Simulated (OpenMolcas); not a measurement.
**Ne II: thermal populations, the spin-orbit constant, worked from levels**

```json
{
  "Program": "OpenMolcas 26.06",
  "Basis": "ANO-RCC-VQZP [5s4p3d2f1g]",
  "Scalar Hamiltonian": "DKH2, point nucleus",
  "Active space": "7 electrons in 8 orbitals (2s 2p 3s 3p)",
  "State averaging": "2S+1 = 2 odd, 3 roots; 2S+1 = 2 even, 1 root",
  "Spin-orbit coupling": "state interaction with AMFI integrals over the reference wave functions, term energies averaged over their components"
}
```

Methods: CASSCF; SS-CASPT2, IPEA 0.25 Eh, imaginary shift 0.1 Eh (closed shells correlated: 1s). Measured levels: NIST Handbook of Basic Atomic Spectroscopic Data.

**Thermal populations.** Z = Σ (2J + 1) exp(-E/kT) with k = 0.695035 cm-1/K, over the levels below. No other level of either list lies under 90000 cm-1, which is above 7 kT at each temperature.

```json
{"Level": "2s2 2p5 2P* 3/2", "2J + 1": "4", "SS-CASPT2": "0.0", "measured": "0.0"}
{"Level": "2s2 2p5 2P* 1/2", "2J + 1": "2", "SS-CASPT2": "773", "measured": "780"}
```

```
T (K)  Z, SS-CASPT2  Z, measured levels  Ground level (%), SS-CASPT2  Ground level (%), measured levels
 5000         5.601               5.598                         71.4                               71.5
 8000         5.740               5.738                         69.7                               69.7
12000         5.823               5.821                         68.7                               68.7
```

At 12000 K, kT = 8340 cm-1, and the computed levels give Z = 4.000 + 1.823 = 5.823.

**The spin-orbit constant.** For the Hund term 2P* of p5, E(J) = (A/2) J(J+1) + constant and ζ = -2S·A = -A. From J = 1/2 to J = 3/2 the energy changes by 1.5 A.

| Source | E(3/2) - E(1/2) | A | ζ |
| --- | --- | --- | --- |
| CASSCF | -773.3 | -515.5 | 516 |
| SS-CASPT2 | -773.3 | -515.5 | 516 |
| measured | -780.3 | -520.2 | 520 |

All in cm-1. SS-CASPT2 is off by -0.9 % and CASSCF by -0.9 %. Both methods take the spin-orbit matrix elements from the reference wave functions, so the second can move ζ only through the term energies and any multistate remixing.

Active for correlation alone: 3p 3s; no level in the range computed is led by a configuration that fills them, so any true level of that kind is missing. Without dynamic correlation excited terms often stand tens of per cent too high (terms of higher spin than the ground term too low), and those without a measured partner can miss by more than the paired ones (holds for CASSCF). Computed and measured levels are paired by configuration, term and J; levels that our copy of the source lacks, or whose pairing is in doubt (as where it misses far off the trend of its configuration), stay unpaired and out of the deviations. Only configurations of the active space appear.

* marks odd parity.
